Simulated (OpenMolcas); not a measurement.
Multiconfigurational calculation on Ti I

Input:

```
&GATEWAY
Coord
1

Ti 0.0 0.0 0.0
Basis=ANO-RCC-VDZ
Group=XYZ
NoMove
AngMom=0.0 0.0 0.0
AMFI
&SEWARD
* reference wave functions (RASSCF and RASSI steps not shown): 4 electrons in 6 orbitals (3d 4s)
>>> COPY JOB001 $Project.JobIph
&CASPT2
XMultistate=10 1 2 3 4 5 6 7 8 9 10
Frozen=1 0
IPEA=0.35
Imaginary=0.3
MaxIter=60
WThr=0.0 0.3 0.05
PrWF=0.5
NoMix
>>> COPY JOB002 $Project.JobIph
&CASPT2
XMultistate=26 1 2 3 4 5 6 7 8 9 10 11 12 13 14 15 16 17 18 19 20 21 22
23 24 25 26
Frozen=1 0
IPEA=0.35
Imaginary=0.3
MaxIter=60
WThr=0.0 0.3 0.05
PrWF=0.5
NoMix
>>> COPY JOB003 $Project.JobIph
&CASPT2
XMultistate=14 1 2 3 4 5 6 7 8 9 10 11 12 13 14
Frozen=1 0
IPEA=0.35
Imaginary=0.3
MaxIter=60
WThr=0.0 0.3 0.05
PrWF=0.5
NoMix
```

Launched by
```bash
OMP_NUM_THREADS=1 MOLCAS_MEM=2252 MOLCAS_PROJECT=a pymolcas a.inp > a.log  # once for each step of the input, in one work folder
```

Output, cut to the results:

```
--- CASPT2 ---
Orbital specifications:
      -----------------------

      Symmetry species                           1   2
                                                ag  au
      Frozen orbitals                            1   0
      Inactive orbitals                          2   6
      Active orbitals                            6   0
      Secondary orbitals                         6   6
      Deleted orbitals                           0   0
      Number of basis functions                 15  12
Type of calculation                        XMS-CASPT2
      Fock operator                              state-average
      IPEA shift                                 0.35
      Real shift                                 0.00
      Imaginary shift                            0.30
      The input orbitals will be transformed to quasi-canonical
      The input states will be rotated to diagonalize the Fock operator
Reference energy:        -852.7052638293
      E2 (Non-variational):      -0.2093750304
      Shift correction:          -0.0032616417
      E2 (Variational):          -0.2126366721
      Total energy:            -852.9179005014
      Residual norm:              0.0000002431
      Reference weight:           0.94031
      Contributions to the CASPT2 correlation energy
      Active & Virtual Only:         -0.0290282028
      One Inactive Excited:          -0.0510294643
      Two Inactive Excited:          -0.1293173633
Reference energy:        -852.7052638293
      E2 (Non-variational):      -0.2095005062
      Shift correction:          -0.0032228673
      E2 (Variational):          -0.2127233735
      Total energy:            -852.9179872028
      Residual norm:              0.0000002426
      Reference weight:           0.94056
      Contributions to the CASPT2 correlation energy
      Active & Virtual Only:         -0.0287813011
      One Inactive Excited:          -0.0511935319
      Two Inactive Excited:          -0.1295256732
::    XMS-CASPT2 Root  1     Total energy:   -852.92172327
::    XMS-CASPT2 Root  2     Total energy:   -852.92045998
::    XMS-CASPT2 Root  3     Total energy:   -852.91875239
::    XMS-CASPT2 Root  4     Total energy:   -852.91815729
::    XMS-CASPT2 Root  5     Total energy:   -852.91742203
::    XMS-CASPT2 Root  6     Total energy:   -852.91652012
::    XMS-CASPT2 Root  7     Total energy:   -852.91546230
::    XMS-CASPT2 Root  8     Total energy:   -852.88211482
::    XMS-CASPT2 Root  9     Total energy:   -852.87956741
::    XMS-CASPT2 Root 10     Total energy:   -852.87759070
--- CASPT2 ---
Orbital specifications:
      -----------------------

      Symmetry species                           1   2
                                                ag  au
      Frozen orbitals                            1   0
      Inactive orbitals                          2   6
      Active orbitals                            6   0
      Secondary orbitals                         6   6
      Deleted orbitals                           0   0
      Number of basis functions                 15  12
Type of calculation                        XMS-CASPT2
      Fock operator                              state-average
      IPEA shift                                 0.35
      Real shift                                 0.00
      Imaginary shift                            0.30
      The input orbitals will be transformed to quasi-canonical
      The input states will be rotated to diagonalize the Fock operator
Reference energy:        -852.7010752568
      E2 (Non-variational):      -0.2717583695
      Shift correction:          -0.0128303649
      E2 (Variational):          -0.2845887344
      Total energy:            -852.9856639912
      Residual norm:              0.0000004455
      Reference weight:           0.88252
      Contributions to the CASPT2 correlation energy
      Active & Virtual Only:         -0.0714859381
      One Inactive Excited:          -0.0569342968
      Two Inactive Excited:          -0.1433381345
Reference energy:        -852.7010752568
      E2 (Non-variational):      -0.2711517606
      Shift correction:          -0.0126987037
      E2 (Variational):          -0.2838504643
      Total energy:            -852.9849257211
      Residual norm:              0.0000004243
      Reference weight:           0.88309
      Contributions to the CASPT2 correlation energy
      Active & Virtual Only:         -0.0712496991
      One Inactive Excited:          -0.0567078953
      Two Inactive Excited:          -0.1431941662
::    XMS-CASPT2 Root  1     Total energy:   -852.98707204
::    XMS-CASPT2 Root  2     Total energy:   -852.98676553
::    XMS-CASPT2 Root  3     Total energy:   -852.98572288
::    XMS-CASPT2 Root  4     Total energy:   -852.98488350
::    XMS-CASPT2 Root  5     Total energy:   -852.98438786
::    XMS-CASPT2 Root  6     Total energy:   -852.98395052
::    XMS-CASPT2 Root  7     Total energy:   -852.98364515
::    XMS-CASPT2 Root  8     Total energy:   -852.92349877
::    XMS-CASPT2 Root  9     Total energy:   -852.92321850
::    XMS-CASPT2 Root 10     Total energy:   -852.92289964
::    XMS-CASPT2 Root 11     Total energy:   -852.87959562
::    XMS-CASPT2 Root 12     Total energy:   -852.87782735
::    XMS-CASPT2 Root 13     Total energy:   -852.87673848
::    XMS-CASPT2 Root 14     Total energy:   -852.87603159
::    XMS-CASPT2 Root 15     Total energy:   -852.87498724
::    XMS-CASPT2 Root 16     Total energy:   -852.87459037
::    XMS-CASPT2 Root 17     Total energy:   -852.87383108
::    XMS-CASPT2 Root 18     Total energy:   -852.85473887
::    XMS-CASPT2 Root 19     Total energy:   -852.85468349
::    XMS-CASPT2 Root 20     Total energy:   -852.85452701
::    XMS-CASPT2 Root 21     Total energy:   -852.85450362
::    XMS-CASPT2 Root 22     Total energy:   -852.85429316
::    XMS-CASPT2 Root 23     Total energy:   -852.85421493
::    XMS-CASPT2 Root 24     Total energy:   -852.85414113
...
```

In XMS-CASPT2 the single-state energies belong to rotated reference states; over a whole degenerate manifold the rotation is arbitrary, and only the multistate roots count.

Levels above the lowest, from the spin-orbit matrix with the multistate effective Hamiltonian, averaged by term, added to it:

```csv
Configuration,Term,J,E (cm⁻¹),Measured (cm⁻¹),g,Term weight %
3d² 4s²,³F,2,0.0,0.0,0.666,100
3d² 4s²,³F,3,140,170,1.084,100
3d² 4s²,³F,4,323,387,1.251,100
3d² 4s²,¹D,2,11820,7255,1.002,100
```

Against the 3 measured excited levels shown (NIST Handbook of Basic Atomic Spectroscopic Data) the mean absolute deviation is 1600 cm-1; the largest miss in energy is 3d² 4s² ¹D₂: computed 11820, measured 7255 cm⁻¹ (+62.9 %).

CASPT2 breaks the degeneracy within a term, and the mean is taken; among the terms shown or strongly mixed into the levels shown the widest spread is 770 cm-1 (3d² 4s² ³F). Over all roots computed the reference weight is 0.88 to 0.95; the roots of lowest weight are the least certain, and an intruder state may touch them. Some high roots are left out of the spin-orbit mixing, which shifts the levels that they would mix with. Some terms miss by over 15 % even with CASPT2, which points to a basis or an active space too small for the shells correlated. Measured partners are found by configuration, term and J. A level has none where our copy of the source lacks it or the pairing is in doubt (some pairs that miss far off the trend of their configuration count as doubtful), and it then counts in no deviation. Only configurations of the active space appear. The first state left out of the spin-orbit step lies near 15000 cm-1 above the lowest spin-free state of the reference (among the parities and spins computed), and the list stops at four fifths of that energy or lower.

The CASPT2 steps took 8.3 s on 1 thread of Arm Neoverse V1 (shared host); the integral step is not counted.

The term weight is that of the spin-free term in the level, not the purity of its configuration.
